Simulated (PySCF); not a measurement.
Calculated elemental compositions, with the atomic weights C 12.011, Si 28.085, F 18.998, N 14.007, H 1.008, O 15.999, B 10.810, S 32.060.

Problem. A compound of molar mass 164.33 g/mol holds 34.18 % silicon, 29.24 % carbon, 7.97 % hydrogen, 17.05 % nitrogen and 11.56 % fluorine by mass. What is its formula?

Solution. Per cent/100 × molar mass / atomic weight: Si 2.00, C 4.00, H 12.99, N 2.00, F 1.00. So C4H13FN2Si2. One species with this formula is `C[C@]1(C[SiH2]F)CN[SiH2]N1`.

Problem. A compound of molar mass 45.81 g/mol holds 23.60 % boron, 41.47 % fluorine and 34.93 % oxygen by mass. What is its formula?

Solution. Atoms of each element: B 1.00, F 1.00, O 1.00. So BFO. One species with this formula is fluorine oxoborane (`O=BF`).

Problem. A compound of molar mass 89.16 g/mol holds 35.96 % sulfur, 15.71 % nitrogen, 7.91 % hydrogen and 40.42 % carbon by mass. What is its formula?

Solution. Dividing out the atomic weights: S 1.00, N 1.00, H 7.00, C 3.00. So C3H7NS. One species with this formula is `CN(C)C=S`.
